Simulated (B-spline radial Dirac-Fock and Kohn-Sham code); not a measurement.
**How the binding energies of Sm³⁹⁺ add up**

System: the Sm³⁹⁺ ion, configuration 1s2 2s2 2p6 3s2 3p6 3d5; nuclear rms radius 5.0819 fm (A = 152).

Method: Dirac-Fock ΔSCF + Breit + QED. Computed with a radial finite-basis atomic code. No correlation. Energies are counted from the vacuum level.

All terms are in eV, carry their sign (relaxation lowers the binding energy) and add up to the binding energy; ⟨r⟩ is the mean radius of the orbital in the initial state.

| subshell | −ε (Koopmans) | relaxation | Breit | self-energy | vacuum polarisation | binding energy | ⟨r⟩ (bohr) |
| --- | --- | --- | --- | --- | --- | --- | --- |
| 1s | 49125.3 | -40.77 | -128.98 | -78.65 | 12.47 | 48889.4 | 0.023 |
| 2s | 9770.9 | -12.85 | -13.83 | -10.60 | 1.56 | 9735.2 | 0.096 |
| 2p1/2 | 9358.5 | -15.79 | -22.29 | 0.34 | 0.01 | 9320.8 | 0.080 |
| 2p3/2 | 8747.2 | -14.33 | -14.31 | -0.58 | -0.07 | 8718.0 | 0.087 |
| 3s | 3487.4 | -1.81 | -2.91 | -2.58 | 0.37 | 3480.4 | 0.242 |
| 3p1/2 | 3314.4 | -2.16 | -4.75 | 0.02 | 0.00 | 3307.5 | 0.231 |
| 3p3/2 | 3173.3 | -1.90 | -2.96 | -0.18 | -0.02 | 3168.2 | 0.241 |
| 3d | 2904.5 | -2.65 | -1.59 | 0.11 | -0.02 | 2900.3 | 0.214 |

For the deepest level, K (1s), the Breit terms make up -0.264 % of the binding energy, QED -0.135 % and orbital relaxation -0.083 %.

Spin-orbit splittings: 2p 602.8 eV, 3p 139.2 eV.

Going to the tabulated ground configuration of the next ion removes an electron from M4,5 (3d), computed at 2900.3 eV. NIST lists 2887 ± 4 eV as the ionisation energy of this species (theoretical), -13.34 eV from the computed value. Where a p, d or f shell is open in either ion the computed value averages over both j values and all terms, while the table refers to the lowest levels; that difference holds spin-orbit splitting (largest in heavy or highly charged ions), term energies where several electrons share open shells, and correlation, and it can reach 10 % or more.
